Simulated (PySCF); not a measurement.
Compound: C₅H₁₃NSi₂.
Numbering: `[CH3:1]/[CH:2]=[C:3]1\[CH2:4][C@@H:5]1[N:6]([SiH3:7])[SiH3:8]`

Geometry (GFN2-xTB, Å), atoms numbered from 1 in this order:
```xyz
21
C5H13NSi2 angstrom
C      3.2679   -0.6062    0.1752
C      1.9468   -0.5916   -0.5278
C      0.9808    0.2504   -0.2500
C      0.5303    1.3761    0.5784
C     -0.3658    0.7654   -0.4912
N     -1.5406    0.0352   -0.1183
Si    -1.3259   -1.6092    0.3940
Si    -2.9641    1.0120    0.0830
H      4.0766   -0.4484   -0.5378
H      3.4284   -1.5740    0.6490
H      3.3093    0.1705    0.9341
H      1.8144   -1.3344   -1.3045
H      0.2759    1.1759    1.6101
H      0.9438    2.3613    0.4110
H     -0.5162    1.3666   -1.3857
H     -2.6671   -2.1115    0.6724
H     -0.4927   -1.7046    1.5999
H     -0.6978   -2.3473   -0.7030
H     -3.0604    1.8712   -1.1019
H     -4.0927    0.0968    0.1902
H     -2.8599    1.8626    1.2772
```

NICS is the negative of the GIAO shielding at a point without a nucleus: at the ring centre (0) and 1 Å above and below it (1); zz is the component along the ring normal. Level: GIAO PBE0/pcSseg-1 (PySCF, non-relativistic, gas phase) on the GFN2-xTB geometry, one conformer.

Ring bond lengths (Å), with Mayer bond orders in brackets: C3–C4 1.469 (0.93), C4–C5 1.523 (0.94), C5–C3 1.462 (0.95).

Task: What do the NICS probes read (ppm)?

Result: 
```tsv
ring	type	NICS(0)	NICS(1), two faces	NICS(1)zz, two faces	rms pucker (Å)	centre to ring atoms, mean (Å)
C3–C4–C5	3-membered carbocycle; formal bonds all single	-30.3	-8.6 / -6.6	-20.5 / -15.1	0.00	0.86
```

Task: What do they say, and how far can they be read as aromaticity?

Result: 
- C3–C4–C5: mean NICS(1)zz -17.8 ppm, shielded. C4, C5 have four or more neighbours, so the value isn't read as a sign of a π ring current. The two faces differ by 5.4 ppm, so no symmetry operation interchanges them. NICS(0) lies 23 ppm below the mean NICS(1).

Task: What is the mean of the two in-plane components of NICS at the second NICS(1) probe listed for ring C3–C4–C5, 1 Å off the ring?

Result: The isotropic value is a third of the trace: (3 × -6.6 − (-15.1))/2 = -2.3 ppm.

Task: Give the inner angles of the rings and the Hirshfeld charges of the ring atoms.

Result: 
- C3–C4–C5: C3 62.6° (-0.018 e), C4 58.5° (-0.099 e), C5 58.9° (+0.004 e); sum 180.0° against 180° for a flat convex ring.

Task: What are the shieldings of the ring atoms and their hydrogens in the same run (means over atoms taken as equivalent)?

Result: 
| atoms | environment | σ isotropic (ppm) |
| --- | --- | --- |
| C3 | fully substituted alkene carbon | 55.1 |
| C4 | allylic carbon | 173.5 |
| C5 | sp3 carbon bound to nitrogen | 150.3 |
| H13 | methylene hydrogen | 30.79 |
| H14 | methylene hydrogen | 30.42 |
| H15 | methine hydrogen | 28.74 |

Time: 2.0 min wall; peak memory 1.0 GiB. Hardware: one thread, Intel Xeon at 2.50 GHz (x86_64), no GPU, shared host with 64 logical CPUs at a one-minute load of 63. This is the whole shielding run at PBE0/pcSseg-1, SCF included.
